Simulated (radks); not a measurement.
Values are calculated unless marked as measured or tabulated.
Ionisation of the praseodymium ion Pr3+, [Xe] 4f2, to Pr4+, [Xe] 4f1, under several functionals. Scalar-relativistic Kohn-Sham, spin-unpolarised, spherical densities, point nucleus; a radial shooting solver on a logarithmic mesh with Libxc functionals. Known Delta-SCF values: PBE 39.012 eV; B86b exchange with PBE correlation 39.033 eV; revPBE 38.945 eV. What does Wu-Cohen GGA give, and what is its highest occupied eigenvalue?

Answer. 39.080 eV by Delta-SCF; the 4f eigenvalue is -29.849 eV. NIST: 38.98 eV (semi-empirical).

Beside tabulated values, note that spin-unpolarised runs miss the spin-polarisation part of the exchange energy of open shells.
